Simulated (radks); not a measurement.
Question: The mean radii <r> (bohr) of the occupied orbitals of an atom or ion are listed with their occupations. All-electron calculation, Dirac Kohn-Sham, BLYP, spin-unpolarised, spherical densities, finite nucleus; Fermi nuclear charge, rms radius of each element as measured or else 0.836 A^(1/3) + 0.57 fm. Program: a radial shooting solver on a logarithmic mesh with Libxc functionals.

orbital  occ.      <r>
1s1/2       2  0.01715
2s1/2       2  0.07170
2p1/2       2  0.05906
2p3/2       4  0.06749
3s1/2       2   0.1866
3p1/2       2   0.1768
3p3/2       4   0.1923
3d3/2       4   0.1676
3d5/2       6   0.1723
4s1/2       2   0.4150
4p1/2       2   0.4178
4p3/2       4   0.4517
4d3/2       4   0.4616
4d5/2       6   0.4728
5s1/2       2   0.9407
4f5/2       6   0.5105
4f7/2       8   0.5176
5p1/2       2    1.011
5p3/2       4    1.097
5d3/2     1.6    1.364
5d5/2     2.4    1.399
6s1/2       2    2.149

Name the element and its charge. Open shells, if any, are shared by 2j + 1.

Answer: Z = 78, platinum, charge +4: Pt4+ in [Xe] 4f14 5d4 6s2. The 1s radius gives Z: for a bare nucleus <r> = (2 gamma + 1)/(2Z) with gamma = sqrt(1 - (Z/c)^2), 0.01695 bohr for Z = 78, and screening makes it slightly larger (0.01715 here). The occupations add up to 74, and the charge is Z minus that.
